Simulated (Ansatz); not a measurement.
Consider the ligand exchange at the Sc–C bond: `[CH3][Sc]([F])[F]` + H–F → `[F][Sc]([F])[F]` + CH₄.

Isolated molecules relaxed with PBE0-D4/def2-TZVP in Ansatz; ΔE leaves out vibrations. CCSD(T)/CBS is the MP2 limit (def2-TZVPP, def2-QZVPP) plus CCSD(T) − MP2 in def2-TZVPP, frozen cores. This one scheme is used for every species. DFT in def2-TZVPP. For Sc outer-core shells are correlated without core-valence functions, which leaves a few kJ/mol of doubt a bond. Scalar relativity is left out up to krypton.

CCSD(T)/CBS gives -57.3 kcal/mol.

(1) Another level gave -59.2 kcal/mol. Which?
A. BLYP/def2-TZVPP
B. CAM-B3LYP-D4/def2-TZVPP
C. ωB97X-V/def2-TZVPP
D. PBE0-D4/def2-TZVPP

Largest T1 diagnostic among the species: 0.017.

Answers

(1) D. PBE0-D4 -59.2, CAM-B3LYP-D4 -62.4, ωB97X-V -61.4, BLYP -63.4 kcal/mol.

The D4 term adds +0.8 kcal/mol with B3LYP and +0.4 kcal/mol with PBE0; it sums over pairs of atoms, weighted by their polarisabilities, and B3LYP, whose exchange is more repulsive, gets the larger term. Leaving LDA and LC-ωPBE aside and taking each functional with its dispersion term where it has one, the values, not all of them listed here, spread over 3.7 kcal/mol, from B97M-V to HSE06-D4. LDA lies +1.2 kcal/mol from PBE without D4.

B3LYP here is the variant with VWN-RPA as its local correlation; programs differ in this.
